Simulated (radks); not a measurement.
Initial-state core-level shifts of the gold ion Au+ when its valence configuration changes from [Xe] 4f14 5d10. Method: scalar-relativistic Kohn-Sham, r2SCAN, spin-polarised, spherical densities, finite nucleus; open shells are filled with parallel spins first (spin-orbit coupling, left out, can overturn this in heavy ions); meta-GGA in the generalised Kohn-Sham scheme; Fermi nuclear charge, rms radius 5.4371 fm; computed with a radial shooting solver on a logarithmic mesh with Libxc functionals. Shifts are changes of the shell-averaged eigenvalues in eV (positive: less bound); the change of the density at the nucleus, which sets a Mossbauer isomer shift, is in e/bohr^3, on a base of 2.301e+06.

valence                 1s       3d       4p       5s  density at nucleus
4f14 5d8 6p2       -10.538  -10.713  -10.646  -10.286               +25.2
4f12 5d8 6p4       -48.417  -54.845  -48.553  -30.223              +360.5
4f14 5d9.5 6s0.5    -1.723   -1.778   -1.763   -1.686               +90.1
4f11 5d8 6s1 6p4   -66.827  -76.663  -66.613  -38.723              +813.4
4f14 5d9 6p1        -5.304   -5.384   -5.360   -5.219               +10.8
4f14 5d9.5 6p0.5    -2.673   -2.710   -2.701   -2.639                +5.1
4f14 5d7 6p3       -15.794  -16.082  -15.951  -15.285               +43.6
4f13.5 5d10 6s0.5   -7.869   -9.372   -7.999   -3.765              +160.7
4f14 5d7 6s1 6p2   -14.152  -14.469  -14.335  -13.675              +255.4
